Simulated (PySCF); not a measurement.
Molecular orbitals of KIn⁺

PBE0 at R = 4.082 Å; basis K def2-SVPD, In def2-SVPD with ECP28; scalar-relativistic core potentials; PySCF 2.14. State: ²Σ⁺ (doublet), unpaired electrons σ ↑. Only the outer orbitals are listed, counted within each symmetry, core potentials removing the inner ones.

| spin | orbital | occ. | ε (eV) | on K (%) | main shells (%) |
| --- | --- | --- | --- | --- | --- |
| α | 9σ | 1 | -13.27 | 2 | 98 In s |
| α | 10σ | 1 | -7.75 | 21 | 76 In p, 14 K s |
| α | 5π | 0 | -5.56 | 5 | 94 In p |
| α | 5π | 0 | -5.56 | 5 | 94 In p |
| α | 11σ | 0 | -4.78 | 89 | 84 K s, 12 In p |
| β | 9σ | 1 | -12.63 | 1 | 99 In s |
| β | 10σ | 0 | -5.48 | 43 | 54 In p, 39 K s |
| β | 5π | 0 | -5.28 | 3 | 96 In p |
| β | 5π | 0 | -5.28 | 3 | 96 In p |

Q: Which are the highest filled and the lowest empty level, where do they sit, and how wide is the gap?

A: Highest filled α 10σ at -7.75 eV (in %: 76 In p, 14 K s); lowest empty α 5π at -5.56 eV (in %: 94 In p); the gap at PBE0 is 2.19 eV.

* bond order (Mayer): 0.37
* ⟨S²⟩: 0.753
* charge on K (Mulliken, basis-dependent): 0.77
* charge on K (Löwdin, basis-dependent): 0.70
* dipole moment (positive dipole points towards In; it is taken about the centre of mass and depends on that origin): -10.10 D
* polarisability along the bond: 160.9 bohr³
* polarisability across the bond: 68.2 bohr³

Spin–orbit coupling is left out. The state was picked by a PBE0 search and need not be the measured ground state.
